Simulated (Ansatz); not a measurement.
Be12⁺, relaxed as a doublet with UKS PBE0/def2-SVP in Ansatz, starting from the GFN2-xTB geometry. Force threshold 0.02 eV/Å.

The relaxation made no stability test and no search for a lower SCF solution. The structure comes from a short search, and lower isomers may exist.

Start:

```xyz
12

Be    2.045    0.554   -1.281
Be    1.562    1.933    0.102
Be    0.288   -0.252   -1.875
Be   -3.314   -0.164    0.473
Be   -1.477    0.399    1.103
Be    0.531    1.042    1.591
Be    1.387   -1.189   -0.494
Be   -0.778   -1.040   -0.382
Be   -0.119    0.953   -0.358
Be    2.169    0.187    0.801
Be   -2.710   -1.492   -0.898
Be    0.415   -0.929    1.218
```

Q: Estimate the energy that the relaxation releases and the steps that it takes.

A: 3.13 eV, in 21 steps; 85 s on 4 threads of Arm Neoverse V2 on a shared host. No frequencies were taken in this run, so the end may be a saddle point.

Q: Does the start keep its bonding?

A: Bonds lost: Be3–Be8, Be8–Be9 (atoms count from 1). Bonds formed: Be3–Be4, Be3–Be11, Be4–Be8, Be4–Be9 (atoms count from 1). The end is the same structure that another start reached.

Q: Predict the relaxed structure.

A: 
```xyz
12

Be    1.355    0.652   -1.375
Be    1.861    2.003    0.148
Be   -0.543    0.021   -1.961
Be   -2.166   -0.073   -0.493
Be   -1.185    0.362    1.425
Be    0.759    1.150    1.730
Be    0.594   -1.145   -0.546
Be   -1.343   -1.631    0.663
Be   -0.394    1.312   -0.288
Be    2.146    0.056    0.574
Be   -1.546   -1.745   -1.431
Be    0.462   -0.963    1.554
```
Bond lengths (bridged metal pairs left out): 26 × Be–Be 2.01 to 2.26 Å.
